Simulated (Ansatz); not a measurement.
Consider the ligand exchange at the Si–C bond: `[SiH3]C[SiH2]Cl` + `[OH][GaH][Br]` → `[SiH3][O][GaH][Br]` + `C[SiH2]Cl`.

Gas-phase electronic energies from Ansatz, PBE0-D4/def2-TZVP geometries. CCSD(T)/CBS adds triple-zeta CCSD(T) − MP2 to the extrapolated MP2 energy (def2 sets, frozen cores). For Br, Ga outer-core shells are correlated without core-valence functions, which leaves a few kJ/mol of doubt a bond. Scalar relativity is left out up to krypton. Each species was taken in one conformer, which may not be the lowest.

| species | CCSD(T)/CBS(def2) energy (Eh) |
| --- | --- |
| `[SiH3]C[SiH2]Cl` | -1080.25737 |
| `[OH][GaH][Br]` | -4573.71961 |
| `[SiH3][O][GaH][Br]` | -4864.03713 |
| `C[SiH2]Cl` | -789.97638 |

Task: Work out ΔE.

Result: ΔE = (-4864.03713) + (-789.97638) − (-1080.25737) − (-4573.71961) = -0.03653 Eh = -0.99 eV.

Largest T1 diagnostic among the species: 0.012.

Leaving LDA and LC-ωPBE aside and taking each functional with its dispersion term where it has one, the values, not all of them listed here, spread over 0.30 eV, from BHLYP-D4 to revPBE-D4. From BLYP to BHLYP (50 % exact exchange), in def2-TZVPP and without D4, ΔE moves by −0.12 eV. In def2-TZVPP, CCSD(T) changes the Hartree–Fock value by +0.24 eV (the triples alone add +0.03 eV) and MP2 by +0.23 eV.
